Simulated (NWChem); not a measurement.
Everything below was run with NWChem. System: C$_{3}$H$_{5}$ClSi, charge 0, spin multiplicity 1, at a geometry optimised with PBE/def2-SVP. The structure started from a generated list of species. Level: G0W0@PBE0/def2-TZVP, RI basis def2-tzvp-rifit.

Part of the output:

```
             Northwest Computational Chemistry Package (NWChem) 7.3.0
             --------------------------------------------------------

                                NWChem Input Module
                                -------------------

 Scaling coordinates for geometry "geometry" by  1.889725989
 (inverse scale =  0.529177249)

 Turning off AUTOSYM since
 SYMMETRY directive was detected!

                             Geometry "geometry" -> ""
                             -------------------------

 Output coordinates in angstroms (scale by  1.889725989 to convert to a.u.)

  No.       Tag          Charge          X              Y              Z
 ---- ---------------- ---------- -------------- -------------- --------------
    1 C                    6.0000    -1.17461900     2.45303600     0.00000000
    2 C                    6.0000    -0.56328700     1.28596700     0.00000000
    3 C                    6.0000     0.00043500     0.09321200     0.00000000
    4 Si                  14.0000    -0.94214300    -1.54469100     0.00000000
    5 Cl                  17.0000     1.76716400    -0.08047400     0.00000000
    6 H                    1.0000    -1.43935500     2.96429900     0.94244300
    7 H                    1.0000    -1.43935500     2.96429900    -0.94244300
    8 H                    1.0000    -0.56550700    -2.33358200     1.22253800
    9 H                    1.0000    -0.56550700    -2.33358200    -1.22253800
   10 H                    1.0000    -2.41724200    -1.26100200     0.00000000

 Effective nuclear repulsion energy (a.u.)     241.1093461329

            Nuclear Dipole moment (a.u.)
            ----------------------------
        X                 Y               Z
 ---------------- ---------------- ----------------
    -0.0000113384    -0.0000188973     0.0000000000

      Symmetry information
      --------------------

 Group name             Cs
 Group number              2
 Group order               2
 No. of unique centers     8

      Symmetry unique atoms

     1    2    3    4    5    6    8   10


 Summary of "ao basis" -> "" (spherical)
 ------------------------------------------------------------------------------
       Tag                 Description            Shells   Functions and Types
 ---------------- ------------------------------  ------  ---------------------
 *                         def2-tzvp                  on all atoms

 new library libraries.bse/

 Summary of "ri basis" -> "" (spherical)
 ------------------------------------------------------------------------------
       Tag                 Description            Shells   Functions and Types
 ---------------- ------------------------------  ------  ---------------------
 *                      def2-tzvp-rifit               on all atoms

                                 NWChem DFT Module
                                 -----------------

 Summary of "ao basis" -> "ao basis" (spherical)
 ------------------------------------------------------------------------------
       Tag                 Description            Shells   Functions and Types
 ---------------- ------------------------------  ------  ---------------------
 C                         def2-tzvp                11       31   5s3p2d1f
 Si                        def2-tzvp                13       37   5s5p2d1f
 Cl                        def2-tzvp                13       37   5s5p2d1f
 H                         def2-tzvp                 4        6   3s1p

 Summary of "ao basis" -> "ao basis" (spherical)
 ------------------------------------------------------------------------------
       Tag                 Description            Shells   Functions and Types
 ---------------- ------------------------------  ------  ---------------------
 C                         def2-tzvp                11       31   5s3p2d1f
 Si                        def2-tzvp                13       37   5s5p2d1f
 Cl                        def2-tzvp                13       37   5s5p2d1f
 H                         def2-tzvp                 4        6   3s1p

      Symmetry analysis of basis
      --------------------------

        a'        130
        a"         67

            General Information
[...]
  ----- ------------  ---------------      ----- ------------  ---------------
   146      0.490533   5 Cl py              149      0.332981   5 Cl py
   143      0.232424   5 Cl py              137     -0.187173   5 Cl py
    72     -0.119581   3 C  py               69     -0.106526   3 C  py
    37     -0.104350   2 C  px              108      0.101955   4 Si px
   193     -0.093746  10 H  s               140     -0.087712   5 Cl py

 Vector   26  Occ=2.000000D+00  E=-2.973704D-01  Symmetry=a'
              MO Center= -6.4D-01,  1.4D+00,  2.1D-15, r^2= 3.4D+00
   Bfn.  Coefficient  Atom+Function         Bfn.  Coefficient  Atom+Function
  ----- ------------  ---------------      ----- ------------  ---------------
     6      0.255371   1 C  px                9      0.228758   1 C  px
    37      0.199071   2 C  px               40      0.181892   2 C  px
   145      0.172446   5 Cl px               12      0.151690   1 C  px
   109      0.133332   4 Si py               38      0.132633   2 C  py
     7      0.123368   1 C  py              148      0.117274   5 Cl px

 Vector   27  Occ=2.000000D+00  E=-2.752686D-01  Symmetry=a"
              MO Center=  2.4D-01,  5.0D-01, -1.6D-15, r^2= 3.5D+00
   Bfn.  Coefficient  Atom+Function         Bfn.  Coefficient  Atom+Function
  ----- ------------  ---------------      ----- ------------  ---------------
   147      0.318381   5 Cl pz              150      0.248217   5 Cl pz
    39     -0.242324   2 C  pz               70     -0.236479   3 C  pz
    73     -0.217053   3 C  pz               42     -0.215388   2 C  pz
   144      0.155637   5 Cl pz               45     -0.133881   2 C  pz
   138     -0.122329   5 Cl pz               76     -0.116582   3 C  pz

 Vector   28  Occ=0.000000D+00  E=-4.011041D-02  Symmetry=a'
              MO Center= -2.2D-01,  1.1D+00,  3.2D-15, r^2= 4.7D+00
   Bfn.  Coefficient  Atom+Function         Bfn.  Coefficient  Atom+Function
  ----- ------------  ---------------      ----- ------------  ---------------
    12      0.408110   1 C  px               67     -0.371811   3 C  s
   148     -0.364315   5 Cl px               43     -0.328282   2 C  px
    66     -0.304389   3 C  s               135      0.269349   5 Cl s
    36      0.262043   2 C  s                44     -0.255221   2 C  py
   145     -0.249535   5 Cl px               13      0.244593   1 C  py

 Vector   29  Occ=0.000000D+00  E=-2.231413D-02  Symmetry=a"
              MO Center= -4.6D-01,  7.2D-01, -8.4D-15, r^2= 4.1D+00
   Bfn.  Coefficient  Atom+Function         Bfn.  Coefficient  Atom+Function
  ----- ------------  ---------------      ----- ------------  ---------------
   170      0.444541   6 H  s               176     -0.444541   7 H  s
    45     -0.403387   2 C  pz               76      0.373848   3 C  pz
    39     -0.309441   2 C  pz               42     -0.282051   2 C  pz
   182     -0.265641   8 H  s               188      0.265641   9 H  s
    73      0.245964   3 C  pz               70      0.242763   3 C  pz

 Vector   30  Occ=0.000000D+00  E= 1.283651D-02  Symmetry=a'
              MO Center= -9.1D-01, -1.4D+00,  1.3D-15, r^2= 6.0D+00
   Bfn.  Coefficient  Atom+Function         Bfn.  Coefficient  Atom+Function
  ----- ------------  ---------------      ----- ------------  ---------------
    67      1.750362   3 C  s               112     -1.340424   4 Si py
    98     -1.085862   4 Si s               111     -0.737037   4 Si px
    75     -0.633570   3 C  py               66      0.464276   3 C  s
    74     -0.363666   3 C  px              109     -0.364819   4 Si py
     4      0.244755   1 C  s               182     -0.219423   8 H  s

 center of mass
 --------------
 x =   0.14739304 y =  -0.00077744 z =   0.00000000

 moments of inertia (a.u.)
 ------------------
         693.616144707723          37.106652270572           0.000000000000
          37.106652270572         604.510587484280           0.000000000000
           0.000000000000           0.000000000000        1263.823897417718

     Multipole analysis of the density
     ---------------------------------

     L   x y z        total         alpha         beta         nuclear
     -   - - -        -----         -----         ----         -------
     0   0 0 0     -0.000000    -27.000000    -27.000000     54.000000

     1   1 0 0     -0.620757     -0.310373     -0.310373     -0.000011
     1   0 1 0      0.338780      0.169399      0.169399     -0.000019
     1   0 0 1      0.000000      0.000000      0.000000      0.000000

     2   2 0 0    -34.126858   -171.197544   -171.197544    308.268229
     2   1 1 0     -1.731594     10.781703     10.781703    -23.295001
     2   1 0 1     -0.000000     -0.000000     -0.000000      0.000000
     2   0 2 0    -30.139190   -210.851877   -210.851877    391.564565
     2   0 1 1      0.000000      0.000000      0.000000      0.000000
     2   0 0 2    -33.494236    -25.256243    -25.256243     17.018250

 Task  times  cpu:      133.8s     wall:      133.8s

                                NWChem Input Module
                                -------------------

                                 NWChem GW Module
                                 ----------------

                             ***********************
                             ***        GW       ***
                             ***********************

 Summary of "ri basis" -> "ri basis" (spherical)
 ------------------------------------------------------------------------------
       Tag                 Description            Shells   Functions and Types
 ---------------- ------------------------------  ------  ---------------------
 C                      def2-tzvp-rifit             22       76   8s6p4d3f1g
 Si                     def2-tzvp-rifit             29      113   9s7p6d5f2g
 Cl                     def2-tzvp-rifit             29      113   9s7p6d5f2g
 H                      def2-tzvp-rifit              7       15   4s2p1d

                 Memory Information
                 ------------------
          Available GA per process is          1699.7 MBs
          Available stack per process is        700.0 MBs
          Available heap per process is           0.0 MBs

          Peak memory in Initialization
              Peak GA per process is                 25.5 MBs
              Peak stack per process is               0.4 MBs
              Peak heap per process is               26.3 MBs
              Memory not in MA per process            0.0 MBs

          Peak memory in CDGW Calculation
              Peak GA per process is                 30.0 MBs
              Peak stack per process is               4.3 MBs
              Peak heap per process is                4.5 MBs
              Memory not in MA per process            0.0 MBs

          Computing 2-center integrals
          Computing Inverse Cholesky factor
          Computing 3-center integrals
          Computing Vxc

          Computing Sigma_x
          Computing W(iw) on the imaginary grid
          Solving quasiparticle equations

                  Alpha Orbitals
          State     Energy (eV)     Error (eV)
          -----------------------------------
@GW        24        -11.719           0.005
@GW        25        -10.647           0.002
@GW        26         -9.914           0.004
@GW        27         -9.368           0.001
@GW        28          0.897           0.002
@GW        29          1.273           0.004

     GW Timing Statistics
   ------------------------
   Init.   :          0.3s
     ERIs  :          9.7s
     Distr.:          0.1s
     Vxc   :         14.9s
   Vmo     :          0.0s
   iW      :         15.0s
   I_n     :          0.0s
   R_n     :          2.6s
   GW total:         42.6s

 Task  times  cpu:       42.6s     wall:       42.6s

 Total times  cpu:      176.4s     wall:      176.4s
```

**Question.** Write an NWChem input that would produce this output.

**Answer.** Several could match; the one computed here: 
```
start mol
memory heap 200 mb stack 700 mb global 1700 mb
geometry units angstroms nocenter noautoz
  C     -1.174619     2.453036     0.000000
  C     -0.563287     1.285967     0.000000
  C      0.000435     0.093212     0.000000
  Si    -0.942143    -1.544691     0.000000
  Cl     1.767164    -0.080474     0.000000
  H     -1.439355     2.964299     0.942443
  H     -1.439355     2.964299    -0.942443
  H     -0.565507    -2.333582     1.222538
  H     -0.565507    -2.333582    -1.222538
  H     -2.417242    -1.261002     0.000000
  symmetry group Cs
end
basis spherical
  * library def2-tzvp
end
basis "ri basis" bse spherical
  * library def2-tzvp-rifit
end
dft
  xc pbe0
  iterations 100
  direct
  tolerances tight
end
task dft energy
gw
  method cdgw
  states alpha occ 4 vir 2
end
task dft gw
```
